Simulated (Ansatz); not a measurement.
The cluster Y2O2 was relaxed with PBE0-D4 (def2-TZVP) in Ansatz in these states: neutral quintet, neutral triplet. The geometries follow in no particular order.

In the def2 sets Y takes a core potential; there is no spin–orbit coupling.

A:

Cartesian coordinates in Å:
```
Y -1.2207 0.7676 -1.3363
Y 1.3519 -0.0871 1.4247
O -0.6006 -0.3033 0.4657
O 0.4694 -0.3772 -0.5541
```

B:

```xyz
4

Y    -1.6031    0.0917   -0.5497
Y     0.8049    0.5890    1.3731
O     0.2410   -0.9588   -0.0538
O     0.5572    0.2780   -0.7697
```

**Question.** Judge from the bond lengths which geometry belongs to which state (an estimate).

**Answer.** A is the neutral quintet (Y1–Y2 3.869 Å, O3–O4 1.480 Å, Y2–O3 2.186 Å); B is the neutral triplet (Y1–Y2 3.121 Å, O3–O4 1.464 Å, Y2–O3 2.179 Å).

At PBE0-D4/def2-TZVP a broken-symmetry singlet lies 1.11 eV below the neutral quintet. At PBE0-D4/def2-TZVP a broken-symmetry singlet lies 0.17 eV below the neutral triplet. These are the stationary points nearest to one start from a short search; other shapes may lie lower in each state.
